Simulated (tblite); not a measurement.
Compound: C9H3N3.
Atom-mapped SMILES: `[CH2:1]=[C:2]=[C:3]=[CH:4][C:5]([C:6]#[N:7])=[C:8]([C:9]#[N:10])[C:11]#[N:12]` (hydrogens: H13, H14 on C1; H15 on C4)

Cartesian coordinates in Å at the GFN2-xTB level; atoms count from 1:
```
atom  x, y, z in Å
C1     3.472   -1.779   -0.154
C2     2.451   -0.961   -0.062
C3     1.486   -0.170    0.033
C4     0.436    0.642    0.117
C5    -0.864    0.248   -0.332
C6    -1.009   -1.056   -0.874
N7    -1.108   -2.110   -1.308
C8    -1.969    1.063   -0.262
C9    -3.236    0.641   -0.717
N10   -4.272    0.314   -1.082
C11   -1.902    2.368    0.268
N12   -1.841    3.428    0.700
H13    3.354   -2.766   -0.570
H14    4.456   -1.491    0.181
H15    0.542    1.637    0.535
```

Calculated harmonic vibrations of the isolated species, GFN2-xTB (tblite), most abundant isotopes, no scaling. The method is semi-empirical: single wavenumbers can be off by several per cent or more. One conformer, not necessarily the lowest.

Q: How many normal modes are there?

A: 15 atoms, non-linear: 3N − 6 = 39.

Q: What is the point group of the computed structure, and how do the modes divide by symmetry?

A: Cs. The vibrations span 27 a′ + 12 a″.

Q: How many distinct wavenumbers does the calculation give?

A: 39: Cs has no degenerate species.

Q: How many fundamentals are allowed in the infrared by symmetry?

A: 39 of 39: in Cs every mode is allowed. All fundamentals are allowed in the Raman spectrum.

Q: Which of the modes above 1550 cm⁻¹ are stretches that can be named?

A: C=C 1658; C≡N 2337, 2378; =C–H 3040, 3082, 3102; not assigned to one kind of bond 2172, 2367 cm⁻¹.

Q: Give the mode at 2378.3 cm⁻¹ as a wavelength, a frequency, a period and a quantum of energy.

A: 4.205 μm, 71.3 THz, 14 fs, 294.9 meV or 28.45 kJ/mol.

Q: What thermal excitation has the softest real mode at 77 K?

A: 44.2 cm⁻¹ is a vibrational temperature θ of 64 K. The population of v = 1 over v = 0 is exp(−θ/T) = 0.44, and the mean quantum number is 0.78.

Q: How are the modes spread over the spectrum?

A: 7 under 200 cm⁻¹; 12 from 200 to 600 cm⁻¹; 6 from 600 to 1000 cm⁻¹; 6 from 1000 to 1550 cm⁻¹; 1 from 1550 to 2000 cm⁻¹; 4 from 2000 to 2600 cm⁻¹; 3 above 2600 cm⁻¹.
